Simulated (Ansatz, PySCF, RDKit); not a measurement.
Complex: CH4O (SMILES CO) (first 6 atoms) with GeH4 (SMILES [GeH4]); geometry from B3LYP-D3(BJ)/def2-TZVP.
(charge 0, multiplicity 1):
```xyz
11

C      0.3585     0.1630    -0.0492
O      0.3032    -1.0143     0.7466
H      0.2373    -0.0577    -1.1147
H      1.3442     0.5990     0.1044
H     -0.3957     0.8976     0.2523
H     -0.5602    -1.4244     0.6342
Ge    -0.0941     0.0772     3.7230
H      0.1008    -1.4393     3.8330
H     -1.3290     0.3925     2.8639
H      1.1478     0.7440     3.1200
H     -0.3333     0.6533     5.1329
```

Interaction energies are E(AB) − E(A) − E(B) at the monomers' geometry in the complex; basis-set methods are counterpoise corrected. Rows marked so take none. RDKit's UFF carries no charges.

Cores are frozen in the correlated methods. Filled d and f shells under p-block atoms count as core. Rows in 3-21G, 6-31G* carry no dispersion term and start afresh at each structure (6-31G* with six Cartesian d functions); the Pople sets are all-electron and without relativity.

The values were computed with Ansatz (an electronic-structure program) with Gaussian orbitals; PySCF for 3-21G rows, 6-31G* rows, the dispersion terms; RDKit for the force fields. Each number belongs to the level named beside it.

| level | interaction energy (kcal/mol) |
|---|---|
| UFF | -0.58 |
| PBE/def2-TZVPPD | -0.82 |
| r2SCAN-D4/def2-TZVPPD | -2.07 |
| B3LYP/3-21G (no counterpoise) | -7.05 |
| B3LYP/6-31G* | 0.35 |
| B3LYP/6-31G* (no counterpoise) | -1.87 |
| PBE0-D3(BJ)/def2-TZVPPD | -2.08 |
| B2PLYP-D4/def2-TZVPPD | (withheld) |
| CCSD(T)/aug-cc-pVDZ | (withheld) |

Question: Some entries are withheld; supply them.

Answer: 
- B2PLYP-D4/def2-TZVPPD, interaction energy (kcal/mol): -1.80
- CCSD(T)/aug-cc-pVDZ, interaction energy (kcal/mol): -1.75
